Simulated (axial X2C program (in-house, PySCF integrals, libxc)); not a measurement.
## SnS: computed against measured constants

All values were computed with an in-house relativistic program for diatomic molecules. Spin-free means the one-electron spin-free X2C Hamiltonian; two-component (2c) means X2C with spin–orbit coupling and atomic mean-field two-electron Coulomb and Gaunt terms, so the difference of the two also holds small scalar two-electron terms. Basis: Sn dyall-cv3z [11s12p9d4f1g], S dyall-av3z [9s8p3d2f] (cores contracted in-house); Gaussian nuclei, density fitting, unrestricted open shells. Masses: Sn 119.902 u, S 31.972 u.

```
Hamiltonian    level  Re (Å)  ωe (cm⁻¹)  ωexe (cm⁻¹)  De (eV)
  spin-free     PBE0   2.207      500.3         1.14     4.95
  spin-free       HF   2.191      534.3         1.09     2.57
  spin-free      MP2   2.211      491.2         1.14     5.05
  spin-free     CCSD   2.207      503.5         1.13     4.69
  spin-free  CCSD(T)   2.222      483.0         1.24      n/a
  spin-free    B97-3   2.222      491.6         1.09     5.09
         2c     PBE0   2.208      499.2         1.15      n/a
         2c    B97-3   2.222      490.4          1.1      n/a
```

De refers to Sn + S.

Correlated methods: 20 electrons correlated (number of frozen shells: Sn 4 s, 3 p, 1 d; S 2 s, 1 p), 258 virtual spin orbitals or spinors in MP2, 108 natural virtuals in coupled cluster.

Measured (Huber and Herzberg, Constants of Diatomic Molecules, 1979; state 1Σ+): Re (Å) 2.20903, ωe (cm⁻¹) 487.26, ωexe (cm⁻¹) 1.358.

**Question.** Work out the error of each level, computed minus measured.

**Answer.** 

```
Hamiltonian    level  Re (Å)  ωe (cm⁻¹)  ωexe (cm⁻¹)
  spin-free     PBE0  -0.002       13.0        -0.22
  spin-free       HF  -0.018       47.0        -0.27
  spin-free      MP2   0.002        3.9        -0.22
  spin-free     CCSD  -0.002       16.2        -0.23
  spin-free  CCSD(T)   0.013       -4.3        -0.12
  spin-free    B97-3   0.013        4.3        -0.27
         2c     PBE0  -0.001       11.9        -0.21
         2c    B97-3   0.013        3.1        -0.26
```

The state is one determinant whose occupation by symmetry is held fixed; it was picked as the lowest of a PBE0 search that is not exhaustive. The closed shell is kept restricted, so the energy runs too high when the bond is stretched far. De is counted from the lowest determinant-based energies of the atoms at the same level, without counterpoise correction. De is not given where an atomic determinant may have missed its ground term or J level, or where the truncated virtual space spoils (T). Coupled cluster ran in a truncated set of natural virtual spinors; the MP2 energy of the rest was added. (T) has no such correction and the atoms are truncated less, which lowers De at CCSD(T) by a hundredth of an eV or more. The functionals have no current-density term, which raises determinants with orbital currents, atoms included.
